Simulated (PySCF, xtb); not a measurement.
CH₈FNOSi₂, SMILES O[SiH2]N[SiH2]CF. The values are those of a single conformer.

Harmonic wavenumbers (cm⁻¹) from GFN2-xTB in xtb 6.7.1 at its own minimum, in rising order: 33, 47, 70, 111, 176, 221, 287, 293, 410, 503, 538, 567, 604, 658, 716, 726, 746, 771, 778, 797, 820, 907, 990, 1029, 1199, 1211, 1284, 1455, 2224, 2257, 2278, 2321, 2960, 2977, 3436, 3661.

What does B3LYP-D3(BJ)/def2-SVP (PySCF) give at its own minimum? (An estimate is asked for; the answer gives what the named calculation found.)

31, 51, 57, 170, 192, 221, 292, 323, 483, 550, 590, 636, 717, 742, 795, 825, 848, 897, 904, 948, 957, 968, 982, 1036, 1206, 1233, 1306, 1451, 2208, 2218, 2232, 2264, 3022, 3080, 3543, 3868. Paired by order, the mean absolute difference is 60 cm⁻¹ and the zero-point energies are 57.3 and 59.8 kcal/mol.
